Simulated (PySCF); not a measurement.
## How the functional moves excitation energies

Species: CSe (singlet state).
SMILES: `[C][Se]`

Linear-response calculations in the def2-SVPD basis (PySCF; singlets by full response, triplets Tamm–Dancoff, core orbitals frozen in the response; HF means time-dependent Hartree–Fock). 'Strongest' is the level of largest summed f among the singlets computed (10 roots, of which the last may lack a degenerate partner); it can jump between rows when another state enters that window. S1 is the lowest singlet of each run and needn't be the same state throughout; f(S1) is that of one state. Geometry: PBE0-D3(BJ)/def2-SVP; no solvent, vibrations or thermal averaging. The LDA/def2-SVPD calculation is non-relativistic and has no spin–orbit coupling, an omission that weighs most on selenium.

| functional | kind | S1 (eV) | f(S1) | strongest (eV) | T1 (eV) | HOMO (eV) | gap (eV) | ionisation energy, ΔSCF (eV) |
| --- | --- | --- | --- | --- | --- | --- | --- | --- |
| LDA | LDA | 4.21 | 0.002 | 8.12 | 2.94 | -7.22 | 3.47 | 11.01 |
| B3LYP | global hybrid, 20% exact exchange | 4.25 | 0.002 | 8.38 | 2.85 | -8.36 | 5.54 | 10.99 |
| PBE0 | global hybrid, 25% exact exchange | 4.26 | 0.002 | 8.62 | 2.77 | -8.61 | 6.00 | 10.88 |
| BHandHLYP | global hybrid, 50% exact exchange | 4.22 | 0.002 | 8.66 | 2.76 | -10.03 | 8.49 | 10.90 |
| CAM-B3LYP | range-separated hybrid | 4.26 | 0.002 | 8.75 | 2.85 | -10.06 | 8.62 | 11.03 |
| wB97X-D | range-separated hybrid | 4.28 | 0.002 | 8.35 | 2.96 | -10.56 | 9.77 | 10.93 |
| LC-wPBE | range-separated hybrid | 4.26 | 0.002 | 8.81 | 2.79 | -11.49 | 11.17 | 10.95 |
| HF | Hartree–Fock | 3.99 | 0.000 | 7.53 | 2.49 | -11.66 | 12.67 | not settled |

Problem. What does PBE (GGA) give?

Solution. S1 (eV) 4.27, f(S1) 0.002, strongest (eV) 8.05, T1 (eV) 2.84, HOMO (eV) -7.13, gap (eV) 3.59, ionisation energy, ΔSCF (eV) 10.80. S1 runs from 3.99 eV (HF) to 4.28 eV (wB97X-D), a spread of 0.28 eV, while the orbital gap spreads over 9.2 eV. −ε(HOMO) comes closest to its own ΔSCF ionisation energy with wB97X-D (-0.37 eV) and misses most with LDA (-3.80 eV). 'Not settled' means that the ion's SCF failed to converge or may have ended in another state than the lowest.
